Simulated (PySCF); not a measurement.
HSi, SMILES [SiH] (connectivity only; charge and spin as stated), neutral, multiplicity 2.

Coordinates come from a r2SCAN-D4/def2-TZVPD optimisation.

Computed with PySCF 2.14.0 with r2SCAN-D4/def2-TZVPD.

Frequencies are harmonic and unscaled.

```json
[
 {"mode": "1", "ν (cm⁻¹)": "2020", "IR (km/mol)": "262.3", "moving atoms (share of kinetic energy)": "H 97 %"}
]
```
